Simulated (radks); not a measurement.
Fractional charge and spin in the 4p shell of niobium: the spin-up occupation runs from 2 to 3 and the spin-down occupation from 2 to 3; the fullest corner is Nb+, [Ar] 3d10 4s2 4d(up 2, down 2) 4p(up 3, down 3). Calculated with a radial shooting solver on a logarithmic mesh with Libxc functionals: scalar-relativistic Kohn-Sham, r2SCAN, spin-polarised, spherical densities, finite nucleus; meta-GGA in the generalised Kohn-Sham scheme; Fermi nuclear charge, rms radius of each element as measured or else 0.836 A^(1/3) + 0.57 fm. Energy (eV) minus the two flat planes that join the four corners (they meet along the diagonal where the two added fractions sum to one electron); zero is where a piecewise linear energy would lie.

| down \ up | 2 | 2.25 | 2.5 | 2.75 | 3 |
|---|---|---|---|---|---|
| 2 | 0.000 | -1.290 | -1.708 | -1.272 | 0.000 |
| 2.25 | -1.290 | -1.615 | -1.089 | 0.270 | -1.135 |
| 2.5 | -1.708 | -1.089 | 0.360 | -0.958 | -1.494 |
| 2.75 | -1.272 | 0.270 | -0.958 | -1.406 | -1.104 |
| 3 | 0.000 | -1.135 | -1.494 | -1.104 | 0.000 |

Corners above the fullest one (they belong to Nb2+ and the next ion): (up 3, down 2) 47.742 eV, (up 2, down 3) 47.742 eV, (up 2, down 2) 109.78 eV. With half an added electron in each spin the energy lies 0.360 eV from the planes, and with half an added electron in spin up alone -1.708 eV. The planes are only a guide here: the flat-plane condition holds for ground states with one frontier orbital, while this shell lies below other occupied shells, so the corners above the fullest one are inner-hole states and not the ground states of those ions.
